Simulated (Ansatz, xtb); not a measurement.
## C5H4FN: 13 structures ranked

13 gas-phase structures of C5H4FN, from a drawn sample of its isomers (lower ones may exist). Each was relaxed with GFN2-xTB; where two conformers were screened, the lower at r2SCAN-D4/def2-SVP is listed:

A. `C=C/C(C#N)=C\F`, a singlet
B. `CC1=C(C#N)[C@@H]1F`, a singlet
C. `N#CC1=C(F)CC1`, a singlet
D. `C=C(C#N)/C=C\F`, a singlet
E. `N#C[C@]1(F)C=CC1`, a singlet
F. `N#CC1=CC[C@@H]1F`, a singlet
G. `C=C=C(C#N)CF`, a singlet
H. `N#C[C@@H]1CC=C1F`, a singlet
I. `C#C[C@H](C#N)CF`, a singlet
J. `C[C@H](F)C#CC#N`, a singlet
K. `C=C/C=C(\F)C#N`, a singlet
L. `N#CC=C=CCF`, a singlet
M. `[H]/N=C\C(F)=C/C#C`, a singlet

Problem. Estimate their order in r2SCAN-D4/def2-SVP energy at these geometries, lowest first.

Solution. Calculated order at r2SCAN-D4/def2-SVP: A (0.0), K (1.1), D (2.0), C (2.3), F (7.7), H (9.4), E (15.2), J (16.5), L (18.0), G (18.7), B (20.1), M (29.6), I (30.2) kcal/mol. Less than 1 kcal/mol parts K and D; D and C; L and G; M and I, so the order within those pairs means little.

Energies above the lowest of each column, in kcal/mol; the last columns are at PBE-D3(BJ)/def2-SVP geometries and were run for some of them only (a dash: not run or not comparable):

```
structure  GFN2-xTB  HF/STO-3G  r2SCAN-D4/def2-SVP  PBE-D3(BJ)/def2-SVP  CCSD(T)/def2-SVP + ΔMP2/def2-TZVPP
        A       7.2       20.6                 0.0                  0.0                                 0.0
        K       9.1       22.1                 1.1                  0.9                                 2.4
        D       8.5       21.9                 2.0                  1.9                                 1.9
        C       0.0        0.0                 2.3                  0.5                                 6.0
        F       4.7        8.9                 7.7                  6.6                                 8.5
        H       4.5        7.1                 9.4                  7.3                                   –
        E      11.7       15.4                15.2                    –                                   –
        J      13.4       22.0                16.5                    –                                   –
        L      16.5       37.3                18.0                    –                                   –
        G      17.4       38.0                18.7                    –                                   –
        B      20.9       36.6                20.1                    –                                   –
        M      27.1       66.1                29.6                    –                                   –
        I      19.9       33.4                30.2                    –                                   –
```

CCSD(T)/def2-SVP + ΔMP2/def2-TZVPP puts A lowest of those it was run on; GFN2-xTB picks C, HF/STO-3G picks C. CCSD(T)/def2-SVP + ΔMP2/def2-TZVPP orders those it was run on as A (0.0), D (1.9), K (2.4), C (6.0), F (8.5) kcal/mol. Less than 1 kcal/mol parts D and K, so the order within that pair means little. Flexible structures stand in one conformer each, not always the lowest. Frequencies (GFN2-xTB) were run for A, C, D, F, K alone. ΔMP2 is the change of the MP2 energy from the smaller to the larger basis.

Over these structures GFN2-xTB departs from r2SCAN-D4/def2-SVP by 3.9 kcal/mol on average once a common shift is removed. A GFN2-xTB relaxation took about 0.063 s and the r2SCAN-D4/def2-SVP energy about 2.3 s on a shared host (Ansatz 0.2.0, xtb 6.7.1).
